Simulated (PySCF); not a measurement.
Assigning NMR signals

Bonds (- single, = double, # triple, : aromatic): C1-O2, O2-C3, C3=C4, C4-O5, O5-C6, C4-O7, O7-Si8. C1 carries H9, H10, H11; C3 carries H12; C6 carries H13, H14, H15; Si8 carries H16, H17, H18. Stereochemistry as in CO/C=C(\OC)O[SiH3].

Theory: GIAO PBE0/pcSseg-1 shieldings, structure optimised with GFN2-xTB, in PySCF 2.14.0 with density-fitted response routines (fast rotation and ring inversion assumed for equivalent nuclei, one conformer, in vacuum, relativity neglected).

References, each an isolated molecule treated in the same way: ¹³C, ¹H vs TMS.

(1) Assign these signals to the numbered atoms. ¹³C{¹H} NMR (computed): δ 154.9 (C), 118.5 (CH), 62.2 (CH3), 58.7 (CH3).

(2) Assign these signals to the numbered atoms. ¹H NMR (500 MHz, computed): δ 5.39 (s, 1H), 4.72 (s, 3H), 4.16 (s, 3H), 3.56 (s, 3H).

Answers

(1) 
| δ (ppm) | atoms | environment | reason |
| --- | --- | --- | --- |
| 154.9 | C4 | alkene carbon bearing oxygen | an sp2 carbon further deshielded by the attached heteroatom |
| 118.5 | C3 | alkene carbon bearing oxygen | – |
| 62.2 | C1 | methyl carbon bonded to O | the inductive effect lowers its shielding |
| 58.7 | C6 | methyl carbon bonded to O | – |

(2) 
5.39 → H12, hydrogen on an alkene carbon bearing oxygen: a vinylic proton, deshielded by the sp2 carbon and the C=C anisotropy
4.72 → H16/H17/H18, hydrogen on a silicon bonded to O
4.16 → H13/H14/H15, hydrogen on a methyl carbon bonded to O: its carbon carries O, which withdraws density
3.56 → H9/H10/H11, hydrogen on a methyl carbon bonded to O

Shifts are as computed. Against solution values, carbons near 30 ppm lie about +3 ppm off and those near 130 ppm about +5 ppm. Of 1211 compounds with measured shifts, 218 miss one by over three times the rms of a fit or turn the order of signals round; such compounds aren't used in these exercises. No couplings were computed; multiplicities are counted from neighbouring protons, with m where these are inequivalent, close in shift, in a saturated or five-membered ring or joined by F or P, and br s for small geminal =CH2 splittings.
